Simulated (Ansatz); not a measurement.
The cluster ReO₂⁺, relaxed as a singlet with RKS PBE0-D4/def2-TZVP in Ansatz, starting from the GFN1-xTB geometry. Force threshold 0.02 eV/Å.

In the def2 sets Re takes a core potential; there is no spin–orbit coupling. The structure holds one bond between oxygen atoms, so isomers without such links may lie far lower. Another isomer (triplet) lies 5.46 eV lower at PBE0-D4/def2-TZVP; other spin states weren't run for this one.

Start:

```xyz
3

Re   -0.355   -0.797   -0.731
O    -0.380    0.561    0.608
O     0.735    0.235    0.123
```

```tsv
step	energy (eV)	largest force component (eV/Å)	SCF passes
1	-6206.0237	7.076	145
2	-6206.4028	3.335	75
3	-6206.6045	1.028	137
4	-6206.6163	0.116	55
5	-6206.6166	0.014	57
```

Force components are those of the run's own axes.

End:

```xyz
3

Re   -0.396   -0.767   -0.696
O    -0.459    0.516    0.575
O     0.855    0.251    0.120
```

By distances, no bond broke or formed. The bond that changes most is O2–O3, from 1.26 to 1.41 Å (atoms count from 1).

No frequencies were taken in this run, so the end may be a saddle point.

It took 9 s on 4 threads of Arm Neoverse V2 on a shared host.
